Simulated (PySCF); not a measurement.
# UHF on P³⁺ (phosphorus, charge +3)

Configuration: [Ne] 3s2, closed-shell 1S. All numbers are calculated (PySCF 2.14, the non-relativistic Hamiltonian (point nucleus), in dyall-acv3z).

* Total energy: -338.563120 hartree
* One-electron energy: -451.7527 hartree
* Hartree (Coulomb) energy: 134.8474 hartree
* Exchange energy: -21.6577 hartree
* Kinetic energy: 338.56371 hartree
* ⟨S²⟩: 0.0000
* ⟨L²⟩: 0.000
* Sum of ⟨r⟩: 7.520 bohr
* Sum of ⟨r²⟩: 8.948 bohr²
* Density at the nucleus (Gaussians lack the cusp): 2180 bohr⁻³
* Langevin diamagnetic susceptibility: -7.09 ×10⁻⁶ cm³/mol

```
shell  electrons  mean orbital energy (eV)  rms radius, mean of both spins (bohr)
   1s          2                   -2216.3                                  0.120
   2s          2                   -243.26                                  0.560
   2p          6                   -185.64                                  0.538
   3s          2                   -49.883                                   1.81
```
